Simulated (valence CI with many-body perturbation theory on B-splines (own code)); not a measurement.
## Energy levels of Co13+

Method: valence CI with perturbative core correlation (CI+MBPT): four valence electrons over a frozen Dirac-Fock core [Ne], radial functions for each j: 11 s, 11 p, 10 d, 8 f, 5 g, 2 h, with the one-electron correlation potential Σ1 (screened to all orders), the two-electron term Σ2, the three-electron term Σ3, Breit, model QED; selected single and double excitations, second order for the rest, scaled by the run's own slope (own B-spline code, finite nucleus).

No measured levels were compared; by estimate levels of excited configurations hold to 0.05 to 0.15 % of their energy, terms of the ground configuration to about 0.5 %. Among the levels kept, up to 560 cm⁻¹ of a level comes from second order outside the variational space, and about a tenth of that is noise between levels of different J, which matters for small intervals.

Levels 46 to 90 of 171, with energies above the lowest level, 3s²3p² ³P_0. "Leading %" is the weight of the configuration and term that name the level; weights of strongly mixed levels are sums over their largest components and can fall short. In the jj column 3d3/2^4 stands for four electrons in 3d with j = 3/2. Lifetimes count E1, E2, E3, M1 and M2 decay at the calculated energies, and are blank where another channel may lead or the interval is too uncertain; long ones can be off by a factor of two.

```csv
No.,Configuration,Term,J,E (eV),Leading %,Lifetime,Leading jj,Second component
46,3p⁴,¹S,0,93.87,61,93.7 ps,3p1/2^2 3p3/2^2 (37 %),27 % 3s3p²3d ¹S
47,3s3p²3d,⁵P,2,94.17,96,16.6 ps,3s 3p1/2 3p3/2 3d3/2 (32 %),
48,3s3p²3d,⁵P,1,94.47,97,16.2 ps,3s 3p3/2^2 3d3/2 (44 %),
49,3s3p²3d,³P,2,95.98,68,22.6 ps,3s 3p1/2 3p3/2 3d5/2 (43 %),24 % 3p⁴ ³P
50,3s3p²3d,³P,1,97.37,67,22.0 ps,3p1/2 3p3/2^3 (24 %),24 % 3p⁴ ³P
51,3s3p²3d,³P,0,98.34,65,22.3 ps,3s 3p3/2^2 3d5/2 (31 %),25 % 3p⁴ ³P
52,3s3p²3d,³G,3,99.98,94,110 ps,3s 3p1/2 3p3/2 3d3/2 (71 %),
53,3s3p²3d,³G,4,100.28,97,122 ps,3s 3p1/2 3p3/2 3d5/2 (35 %),
54,3s3p²3d,³G,5,100.65,98,138 ps,3s 3p1/2 3p3/2 3d5/2 (56 %),
55,3s3p²3d,³D,1,101.27,93,24.2 ps,3s 3p3/2^2 3d3/2 (25 %),
56,3s3p²3d,³D,2,101.32,89,24.1 ps,3s 3p1/2 3p3/2 3d5/2 (26 %),
57,3s3p²3d,³D,3,101.46,86,23.8 ps,3s 3p1/2 3p3/2 3d5/2 (57 %),8 % 3s3p²3d ¹F
58,3s3p²3d,¹G,4,102.31,78,310 ps,3s 3p1/2 3p3/2 3d5/2 (51 %),14 % 3s²3d² ¹G
59,3s3p²3d,¹F,3,102.84,78,37.5 ps,3s 3p1/2 3p3/2 3d5/2 (32 %),10 % 3s3p²3d ³D
60,3s3p²3d,³F,2,104.15,77,19.7 ps,3s 3p1/2 3p3/2 3d3/2 (29 %),12 % 3s3p²3d ³D
61,3s3p²3d,³F,3,105.04,75,18.8 ps,3s 3p1/2 3p3/2 3d5/2 (45 %),13 % 3s3p²3d ³D
62,3s3p²3d,³D,1,105.46,92,25.9 ps,3s 3p1/2 3p3/2 3d5/2 (54 %),
63,3s3p²3d,³D,2,105.87,82,27.5 ps,3s 3p1/2 3p3/2 3d5/2 (34 %),6 % 3s3p²3d ³F
64,3s3p²3d,¹P,1,106.04,77,20.2 ps,3s 3p1/2 3p3/2 3d3/2 (45 %),14 % 3s3p²3d ³D
65,3s3p²3d,³F,4,106.35,85,17.6 ps,3s 3p3/2^2 3d3/2 (40 %),7 % 3s²3d² ³F
66,3s3p²3d,³P,0,106.45,79,20.1 ps,3s 3p1/2 3p3/2 3d5/2 (43 %),15 % 3s²3d² ³P
67,3s3p²3d,³P,1,106.79,75,20.4 ps,3s 3p1/2 3p3/2 3d5/2 (45 %),14 % 3s²3d² ³P
68,3s3p²3d,³D,3,106.81,79,33.6 ps,3s 3p3/2^2 3d5/2 (61 %),8 % 3s3p²3d ³F
69,3s3p²3d,³P,2,107.39,72,20.1 ps,3s 3p3/2^2 3d5/2 (40 %),15 % 3s²3d² ³P
70,3s3p²3d,³S,1,108.86,57,20.0 ps,3s 3p3/2^2 3d3/2 (29 %),36 % 3s3p²3d ³D
71,3s3p²3d,³D,1,109.18,49,20.8 ps,3s 3p3/2^2 3d5/2 (33 %),36 % 3s3p²3d ³S
72,3s3p²3d,³D,2,109.25,85,22.7 ps,3s 3p3/2^2 3d3/2 (31 %),4 % 3s3p²3d ¹D
73,3s3p²3d,³D,3,110.14,48,17.5 ps,3s 3p1/2^2 3d5/2 (28 %),38 % 3s3p²3d ³F
74,3s3p²3d,³F,2,110.33,80,15.1 ps,3s 3p1/2 3p3/2 3d3/2 (49 %),7 % 3s3p²3d ³D
75,3s3p²3d,³D,3,111.19,53,19.3 ps,3s 3p3/2^2 3d5/2 (51 %),37 % 3s3p²3d ³F
76,3s3p²3d,³F,4,111.40,92,17.0 ps,3s 3p1/2 3p3/2 3d5/2 (44 %),
77,3s3p²3d,¹D,2,112.16,52,20.1 ps,3s 3p3/2^2 3d5/2 (25 %),22 % 3s²3d² ¹D
78,3s3p²3d,³D,3,114.84,88,13.6 ps,3s 3p3/2^2 3d5/2 (44 %),4 % 3s3p²3d ³F
79,3s3p²3d,³D,2,115.39,83,13.5 ps,3s 3p3/2^2 3d3/2 (53 %),5 % 3s3p²3d ¹D
80,3s3p²3d,¹D,2,115.66,61,18.0 ps,3s 3p3/2^2 3d5/2 (49 %),11 % 3p⁴ ¹D
81,3s3p²3d,³D,1,115.82,97,13.5 ps,3s 3p3/2^2 3d3/2 (64 %),
82,3s3p²3d,¹S,0,117.00,46,12.0 ps,3s 3p1/2 3p3/2 3d3/2 (29 %),24 % 3p⁴ ¹S
83,3s3p²3d,¹P,1,118.42,69,10.2 ps,3s 3p1/2 3p3/2 3d3/2 (53 %),22 % 3s3p²3d ³P
84,3s3p²3d,³P,2,119.26,80,8.11 ps,3s 3p1/2 3p3/2 3d5/2 (36 %),9 % 3p⁴ ³P
85,3s3p²3d,³P,1,120.40,61,8.69 ps,3s 3p3/2^2 3d5/2 (42 %),28 % 3s3p²3d ¹P
86,3s3p²3d,³P,0,120.53,73,8.03 ps,3s 3p3/2^2 3d3/2 (54 %),10 % 3p⁴ ³P
87,3s3p²3d,¹F,3,123.16,95,8.49 ps,3s 3p1/2 3p3/2 3d5/2 (39 %),
88,3s²3d²,³F,2,126.34,66,10.1 ps,3s^2 3d3/2^2 (42 %),15 % 3s3p²3d ¹D
89,3s²3d²,³F,3,126.66,78,10.9 ps,3s^2 3d3/2 3d5/2 (78 %),16 % 3s3p²3d ³F
90,3s²3d²,³F,4,126.85,79,11.3 ps,3s^2 3d5/2^2 (62 %),16 % 3s3p²3d ³F
```

Names give the largest LS component (configuration and term), which can be under half, so a name can repeat, a term be missing and a line seem to break the LS rules; names also repeat where a configuration has a term twice.

Where two levels of one J and parity lie close, their mixing, g and order are uncertain.
